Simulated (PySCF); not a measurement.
Computed shifts of a molecule C4H6BNO, PBE/pcSseg-1 run with PySCF, GIAO, gas phase, equivalent atoms averaged, in ppm (number of nuclei): ¹³C: 179.3 (2), 97.9 (2). ¹⁵N: 97.5 (1). ¹H: 5.30 (2), 4.76 (2), 4.03 (2). References: ¹³C against TMS (σ = 182.0 ppm); ¹⁷O against H2O (σ = 334.3 ppm); ¹¹B against BF3 (σ = 83.9 ppm); ¹⁵N against NH3 (σ = 267.0 ppm); ¹H against TMS (σ = 31.49 ppm), references at their B3LYP-D3(BJ)/def2-TZVP geometries, non-relativistic. The structure is a stationary point at r2SCAN-D4/def2-SVP. Other conformers were not sampled.

Task: Identify the compound among the candidates.
A. C=C1C=NCB1O
B. C=C1OC(=C)B1N
C. CC1=NC=CB1O
D. C/C=N/B1C=CO1

Result: B, C=C1OC(=C)B1N
